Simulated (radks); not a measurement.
Valence configurations of Bi+. Calculated with a radial shooting solver on a logarithmic mesh with Libxc functionals: scalar-relativistic Kohn-Sham, BLYP, spin-unpolarised, spherical densities, finite nucleus; Fermi nuclear charge, rms radius 5.5211 fm. Energies are relative to [Hg] 6p2; eigenvalues in eV.

| valence | E (eV) | e(4f) | e(5d) | e(6p) | e(6s) |
|---|---|---|---|---|---|
| [Hg] 6p2 | 0.000 | -160.53 | -34.956 | -11.378 | -22.002 |
| [Xe] 4f14 5d10 6s1.5 6p2.5 | 5.354 | -161.44 | -35.794 | -11.758 | -22.552 |
| [Xe] 4f14 5d10 6s1 6p3 | 10.791 | -162.34 | -36.610 | -12.125 | -23.083 |
| [Xe] 4f14 5d9.5 6s2 6p2.5 | 12.210 | -163.74 | -37.322 | -12.046 | -23.127 |
| [Xe] 4f14 5d10 6p4 | 21.905 | -164.07 | -38.187 | -12.828 | - |
| [Xe] 4f14 5d9 6s2 6p3 | 25.267 | -166.96 | -39.667 | -12.697 | -24.221 |
| [Xe] 4f14 5d8 6s2 6p4 | 53.916 | -173.43 | -44.300 | -13.953 | -26.332 |
| [Xe] 4f13.5 5d10 6s1 6p3.5 | 88.248 | -172.43 | -39.847 | -12.818 | -24.297 |
| [Xe] 4f13.5 5d9 6s1 6p4.5 | 116.97 | -178.87 | -44.495 | -14.065 | -26.399 |
| [Xe] 4f13 5d10 6s2 6p3 | 158.60 | -180.94 | -41.557 | -12.802 | -24.490 |

NIST lists [Hg] 6p2 as the ground configuration; this level of theory agrees among the configurations tried. The energies are those of spherical spin-averaged densities, not of single terms.
